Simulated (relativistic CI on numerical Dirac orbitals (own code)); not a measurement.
## Radial parameters of Ba22+

Computed by Dirac-Coulomb-Breit CI, separate exchange-only KLI orbitals for each configuration, QED by a radiative potential, unscaled Slater integrals (own radial code, finite nucleus).

Slater integrals F^k, G^k are unscaled and averaged over j, outside the closed core [Ar] 3d10; ζ comes from projecting the Hamiltonian with its Breit term on Σ l·s of the shell.

- 4s2 4p4: F^2(4p,4p) = 163100, ζ(4p) = 107370 cm⁻¹; <r>(4p) = 0.6338, <r^2>(4p) = 0.4534 (bohr units).
- 4s 4p5: G^1(4s,4p) = 213960, ζ(4p) = 107240 cm⁻¹; <r>(4s) = 0.6152, <r^2>(4s) = 0.4247, <r>(4p) = 0.634, <r^2>(4p) = 0.4537 (bohr units).
- 4s2 4p3 4d: F^2(4p,4p) = 163090, ζ(4p) = 107660, F^2(4p,4d) = 158310, G^1(4p,4d) = 198850, G^3(4p,4d) = 126800, ζ(4d) = 12595 cm⁻¹; <r>(4p) = 0.6338, <r^2>(4p) = 0.4534, <r>(4d) = 0.6506, <r^2>(4d) = 0.4829 (bohr units).

Averages of the first 10 configurations, taken without configuration mixing, which lowers the lowest level and can move excited configurations by several eV; other configurations of the list can lie among them:

| Configuration | Parity | States | Average energy above the lowest level (eV) |
| --- | --- | --- | --- |
| 4s2 4p4 | even | 15 | 16.7 |
| 4s 4p5 | odd | 12 | 93.0 |
| 4s2 4p3 4d | odd | 200 | 120.1 |
| 4p6 | even | 1 | 176.6 |
| 4s 4p4 4d | even | 300 | 193.3 |
| 4s2 4p3 4f | even | 280 | 229.4 |
| 4s 4p4 4f | odd | 420 | 302.8 |
| 4p5 4d | odd | 60 | 273.7 |
| 4s 4p3 4d2 | odd | 1800 | 295.6 |
| 4s2 4p2 4d 4f | odd | 2100 | 333.2 |
